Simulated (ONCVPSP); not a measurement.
Before and after: ONCV potential for Mn

```
Element                 : Mn (Z = 25)
Generator               : ONCVPSP 4.0.1
Type                    : optimised norm-conserving Vanderbilt (ONCV)
Functional              : PBE
Relativity              : scalar-relativistic
Frozen core             : [Ar]
Valence charge          : 7
Reference configuration : 3d5 4s1.75 4p0.25
Partial waves           : 4s: rc 2.40 bohr, ncon 4, nbas 9, qcut 2.8 1/bohr, 2 projectors, debl 0.9 Ha; 4p: rc 2.65 bohr, ncon 4, nbas 7, qcut 3.5 1/bohr, 2 projectors, debl 2.6 Ha; 3d: rc 1.25 bohr, ncon 5, nbas 9, qcut 14.5 1/bohr, local
Local potential         : the d channel
Core correction         : Teter function, fcfact 5.5, rcfact 1.5
```

All-electron outer shells of the reference configuration (PBE, scalar-relativistic, ld1.x):

| shell | level (eV) | outermost node (bohr) | outermost maximum (bohr) |
| --- | --- | --- | --- |
| 3s | -86.31 | 0.34 | 0.74 |
| 3p | -55.03 | 0.31 | 0.75 |
| 3d | -7.19 | – | 0.76 |
| 4s | -5.38 | 1.05 | 2.51 |
| 4p | -1.58 | 1.16 | 3.38 |

Change: core correction Teter function, fcfact 2.5, rcfact 1.5.

Cutoffs: the cutoffs (Ha) at which the residual kinetic energy of the hardest occupied pseudo-wave falls to 1 and 0.1 mHa per electron; they do not see the model core or the augmentation charge, which bear on the density cutoff. Errors are all-electron minus pseudo energies relative to the spin-unpolarised reference configuration.

Q: What does the change do?

A: The potential gets neither clearly harder nor softer (72 Ha and 83 Ha → 72 Ha and 83 Ha); both files keep a bound ghost (p, s); of the 3 tests that both files solve, the error grows in 0 and shrinks in 3 by more than 15 % and 0.3 meV (median size 26.1 → 9.4 meV). A model core, the more so a compact one, raises the density cutoff, which this test does not measure.

```csv
quantity,base,changed
"cutoff, loose",72 Ha,72 Ha
"cutoff, tight",83 Ha,83 Ha
bound ghosts,"s, p","s, p"
GHOST(+) flags under 300 eV,none,none
tests with a reliable result,3 of 4,3 of 4
"error for 3d5 4s2 4p0, meV [ΔE -0.94 eV]",-0.4,-0.1
"error for 3d5 4s1 4p0, meV [ΔE 7.48 eV]",-26,-9.4
"error for 3d6 4s0 4p0, meV [ΔE 5.87 eV]",-283,-222
s: phases at 2.44 bohr within 0.05 rad from the reference energy up to (Ha; the scan ends near 5),2.1,2.1
p: phases at 2.69 bohr within 0.05 rad from the reference energy up to (Ha; the scan ends near 5),5.0,5.0
d: phases at 1.27 bohr within 0.05 rad from the reference energy up to (Ha; the scan ends near 5),2.6,2.6
"rms error of d²Exc/dni dnj with the model core, mHa",4.03,6.05
```

 A true bound ghost makes a file unfit for plane-wave use even where its test errors are small: the radial tests pick states by their node count and pass the ghost by.
